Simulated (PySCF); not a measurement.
C4H5FO.

```xyz
11

O      1.4258     1.1166     0.6970
C      0.7023     0.4680     0.0023
C      0.0923     0.6535    -1.3934
C     -1.0452    -0.3005    -0.9389
C     -0.1609    -0.7845     0.2308
F     -0.7352    -0.9519     1.4544
H     -0.1706     1.6862    -1.6646
H      0.7367     0.2287    -2.1798
H     -1.3901    -1.0629    -1.6498
H     -1.9066     0.2578    -0.5437
H      0.4100    -1.6947    -0.0322
```
Charge 0, spin multiplicity 1.

Coordinates come from a ωB97X-D3(BJ)/def2-SVP optimisation. The structure was generated by enumeration; whether it is a known compound was not checked.

All values below come from PBE/pcSseg-1 (PySCF). Non-relativistic, no solvent.

Computed absolute GIAO shielding of each atom: isotropic value and principal components (ppm):
| atom | σ(iso) | σ11 | σ22 | σ33 | span |
|---|---|---|---|---|---|
| O1 | -315.9 | -851.4 | -405.2 | 308.7 | 1160.1 |
| C2 | -26.3 | -108.8 | -40.6 | 70.6 | 179.3 |
| C3 | 140.9 | 114.2 | 143.0 | 165.3 | 51.1 |
| C4 | 156.7 | 139.0 | 157.4 | 173.6 | 34.5 |
| C5 | 79.0 | 19.5 | 87.0 | 130.3 | 110.8 |
| F6 | 345.7 | 302.3 | 350.5 | 384.3 | 82.1 |
| H7 | 28.6 | 24.9 | 27.0 | 34.0 | 9.1 |
| H8 | 28.6 | 25.8 | 27.0 | 33.2 | 7.4 |
| H9 | 28.9 | 26.0 | 26.8 | 33.8 | 7.8 |
| H10 | 29.3 | 26.6 | 27.4 | 34.0 | 7.5 |
| H11 | 25.8 | 21.9 | 27.5 | 27.9 | 6.0 |
